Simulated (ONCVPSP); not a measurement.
## Reading a pseudo-wave (boron (B))

Columns: radius, all-electron u(r) and pseudo u(r) of the 2s shell (level -9.57 eV) of boron in the configuration [He] 2s1.75 2p1.25; PBE, scalar-relativistic, ONCV scheme, ONCVPSP 4.0.1.

| r (bohr) | all-electron | pseudo |
| --- | --- | --- |
| 0.113 | -0.2835 | 0.0369 |
| 0.225 | -0.2870 | 0.0787 |
| 0.338 | -0.1713 | 0.1315 |
| 0.450 | -0.0153 | 0.1966 |
| 0.563 | 0.1458 | 0.2737 |
| 0.675 | 0.2915 | 0.3574 |
| 0.788 | 0.4172 | 0.4446 |
| 0.900 | 0.5193 | 0.5280 |
| 1.013 | 0.6002 | 0.6020 |
| 1.125 | 0.6596 | 0.6598 |
| 1.238 | 0.7007 | 0.7007 |
| 1.350 | 0.7252 | 0.7252 |
| 1.463 | 0.7363 | 0.7363 |
| 1.575 | 0.7360 | 0.7360 |
| 1.688 | 0.7267 | 0.7267 |
| 1.800 | 0.7103 | 0.7103 |
| 1.913 | 0.6885 | 0.6884 |
| 2.025 | 0.6628 | 0.6628 |
| 2.138 | 0.6341 | 0.6341 |
| 2.250 | 0.6038 | 0.6038 |
| 2.363 | 0.5722 | 0.5722 |
| 2.475 | 0.5405 | 0.5405 |
| 2.588 | 0.5086 | 0.5086 |
| 2.700 | 0.4775 | 0.4774 |
| 2.813 | 0.4469 | 0.4468 |
| 2.925 | 0.4175 | 0.4175 |

(1) How many radial nodes do the two functions have?

(2) At about which radius was the pseudo-wave matched?

(3) Where does each function peak?

(4) Is the pseudo-wave norm-conserving?

Answers

(1) The all-electron 2s function has n − l − 1 = 1; the pseudo-wave has 0, since the states of the same l below it are removed with the core.

(2) 1.40 bohr. The columns agree to 0.0005 from 1.12 bohr on; several derivatives are matched, so the curves merge somewhat inside the radius.

(3) Outermost all-electron maximum near 1.46 bohr, pseudo maximum near 1.46 bohr (to the table’s step).

(4) Yes: the ONCV scheme keeps the norm inside the radius equal to the all-electron one, which fixes the energy derivative of the logarithmic derivative at the level.
